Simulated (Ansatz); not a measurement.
`O=C(O)[TeH]` and `O=C(O)C[SiH3]` differ in one atom or group.

Ansatz, PBE0-D4/def2-TZVP geometries, multiplicity 1. Each molecule was computed in one conformer, which needn't be the lowest.

Elements past krypton have def2 core potentials.

```
                                          property  `O=C(O)[TeH]`
              HOMO–LUMO gap (PBE0/def2-TZVPP) / eV           5.77
                LUMO energy (PBE0/def2-TZVPP) / eV          -1.10
               LUMO energy (B3LYP/def2-TZVPP) / eV          -1.36
size of the dipole moment (ωB97M-V/def2-TZVPP) / D           1.22
             HOMO energy (ωB97M-V/def2-TZVPP) / eV          -8.97
               HOMO–LUMO gap (PBE/def2-TZVPP) / eV           3.91
```

What does the change do to each property? (Best estimate.)

Ansatz gave: 
| property | `O=C(O)C[SiH3]` | shift |
| --- | --- | --- |
| HOMO–LUMO gap (PBE0/def2-TZVPP) / eV | 8.32 | 2.55 |
| LUMO energy (PBE0/def2-TZVPP) / eV | 0.01 | 1.11 |
| LUMO energy (B3LYP/def2-TZVPP) / eV | -0.29 | 1.07 |
| size of the dipole moment (ωB97M-V/def2-TZVPP) / D | 1.87 | 0.65 |
| HOMO energy (ωB97M-V/def2-TZVPP) / eV | -10.77 | -1.80 |
| HOMO–LUMO gap (PBE/def2-TZVPP) / eV | 5.49 | 1.58 |

With PBE0 the HOMO falls by 1.44 eV and the LUMO rises by 1.11 eV, so the gap widens by about 2.55 eV. PBE moves the HOMO by -0.83 eV and ωB97M-V by -1.80 eV. Dipoles are sizes alone; their direction can turn.

B3LYP here is the variant with VWN-RPA as its local correlation; programs differ in this.

Spin–orbit coupling is left out; it splits and shifts lone-pair levels of the heavy atoms by tenths of an eV.
